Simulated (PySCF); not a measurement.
**CuN(OH) + HF → FCuN + H₂O**

Level: PBE0 in the def2-TZVP basis family, all electrons, no relativity, computed in PySCF with density fitting; open shells unrestricted.

```json
{"species": "CuN(OH)", "state and structure": "quartet, C1, Cu–N 1.753 Å, Cu–O 1.782 Å, O–H 0.959 Å; Cu–O–H 116.5°, N–Cu–O 161.0°", "ZPE (kJ/mol)": "36.6", "H(298 K) − H(0) (kJ/mol)": "14.4", "S° (J/(mol K))": "295.6"}
{"species": "HF", "state and structure": "singlet, C∞v, H–F 0.920 Å", "ZPE (kJ/mol)": "24.9", "H(298 K) − H(0) (kJ/mol)": "8.7", "S° (J/(mol K))": "173.6"}
{"species": "FCuN", "state and structure": "quartet, C∞v, Cu–F 1.761 Å, Cu–N 1.735 Å; F–Cu–N 180.0°", "ZPE (kJ/mol)": "8.9", "H(298 K) − H(0) (kJ/mol)": "13.1", "S° (J/(mol K))": "273.7"}
{"species": "H₂O", "state and structure": "singlet, C2v, O–H 0.960 Å (×2); H–O–H 105.1°", "ZPE (kJ/mol)": "56.5", "H(298 K) − H(0) (kJ/mol)": "9.9", "S° (J/(mol K))": "188.7"}
```

Task: Is the gas-phase reaction uphill or downhill in electronic energy at this level, and by how much?

Result: At PBE0/def2-TZVP, ΔE = -41.2 kJ/mol, downhill. 

Task: Add zero-point, thermal and entropy terms for 298.15 K and 1 bar.

Result: ΔZPE = 3.9 and Δ[H(298) − H(0)] = -0.1 kJ/mol give ΔH° = -37.4 kJ/mol. ΔS° = -6.8 J/(mol K), so ΔG° = -37.4 − 298.15 × (-0.0068) = -35 kJ/mol and log₁₀K = 6.2.

Open d or f shells are single determinants, so the state found may not be the ground state. Only the bonding shown was studied: isomers, or loss of a ligand pair, can lie lower.
